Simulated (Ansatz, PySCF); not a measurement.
Spin states of CoO2 (SMILES [O]=[Co]=[O]), each relaxed with B3LYP-D3(BJ)/def2-TZVP.
State 1 (charge 0, multiplicity 4):
```xyz
3

Co     0.01918     0.02038    -0.04807
O      1.27407     0.21386    -1.07609
O     -1.32641    -0.18687     1.05384
```
State 2 (charge 0, multiplicity 6):
```xyz
3

Co     0.13102    -0.09584     0.12798
O      1.21179     0.27367    -1.16428
O     -1.37598    -0.13046     0.96598
```

| level | energy of the multiplicity-6 state less that of the multiplicity-4 state (kcal/mol) | cost |
|---|---|---|
| SVWN5/def2-TZVPP | 4.18 | ×0.5 |
| PBE/def2-TZVPP | 6.37 | ×1 |
| PBE-D3(BJ)/def2-TZVPP | 6.37 | ×1 |
| PBE-D4/def2-TZVPP | 6.37 | ×1 |
| BLYP/def2-TZVPP | 6.50 | ×0.9 |
| BLYP-D3(BJ)/def2-TZVPP | 6.50 | ×0.9 |
| BLYP-D4/def2-TZVPP | 6.51 | ×0.9 |

The rows run from 4.18 (SVWN5/def2-TZVPP) to 6.51 kcal/mol (BLYP-D4/def2-TZVPP). The dispersion term adds 0.00 in PBE-D3(BJ), 0.00 in PBE-D4, 0.00 in BLYP-D3(BJ). The 3 functionals in def2-TZVPP without D3 or D4 span 2.33, from SVWN5 to BLYP.

Singlets are restricted, other states unrestricted; no spin–orbit coupling, no relativity up to Kr; see below for the cores. The largest T1 diagnostic is 0.068.

Doubts at one or more of the structures used: a spin-contaminated determinant (SVWN5/def2-TZVPP, PBE/def2-TZVPP, PBE-D3(BJ)/def2-TZVPP, PBE-D4/def2-TZVPP, BLYP/def2-TZVPP, BLYP-D3(BJ)/def2-TZVPP, BLYP-D4/def2-TZVPP).

The values were computed with Ansatz (Gaussian basis) for Hartree–Fock, density functionals and correlated methods; PySCF for the dispersion terms. Values without a source in brackets are computed.

Costs are rough ratios of core time to PBE/def2-TZVPP (about 120 s over the structures, on one shared machine); a dash marks a level with no comparable run of its own.

Ansatz is a program for electronic structure.
